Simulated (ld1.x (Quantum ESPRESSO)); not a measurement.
# lithium (Li): TM semilocal pseudisation with LDA (PZ), non-relativistic reference atom.

* Element: Li
* Generator: ld1.x (Quantum ESPRESSO) 7.5
* Type: norm-conserving Troullier–Martins (semilocal form)
* Functional: LDA (PZ)
* Relativity: non-relativistic
* Frozen core: none
* Valence charge: 3
* Reference configuration: 1s2 2s1 2p0
* Partial waves: 2p (bound, empty): rc 4.20 bohr; 1s (bound): rc 0.65 bohr
* Local potential: the s channel
* Core correction: none

Occupied shells without a wave of their own: 2s. They enter only through the test configuration that unscreens the potential.

All-electron outer shells of the reference configuration (LDA (PZ), non-relativistic, ld1.x):

```
shell  level (eV)  outermost node (bohr)  outermost maximum (bohr)
   1s      -51.10                      –                      0.36
   2s       -2.88                   0.84                      3.12
   2p       -1.13                      –                      3.91
```

Does the generator finish with these settings?

Yes, a potential is produced and its reference levels are reproduced.

Estimate the cutoffs (Ry, on a coarse ladder) from which the occupation-weighted sum of valence levels, in a spherical-Bessel basis at the reference potential, stays within 10 and 1 mRy of its value at 400 Ry.

180 Ry and over 300 Ry.

Which valence shell sets the plane-wave cutoff?

1s: its level needs 300 Ry to come within 1 mRy, against 140 Ry for 2s.

Tests: 1s2 2s0 2p0; 1s2 2s0.5 2p0; 1s2 2s0 2p1; 1s1 2s1 2p0. Which has the largest error in its energy relative to the reference configuration, and how large is it?

1s1 2s1 2p0, with +84 meV (all-electron minus pseudo) on +67.37 eV.
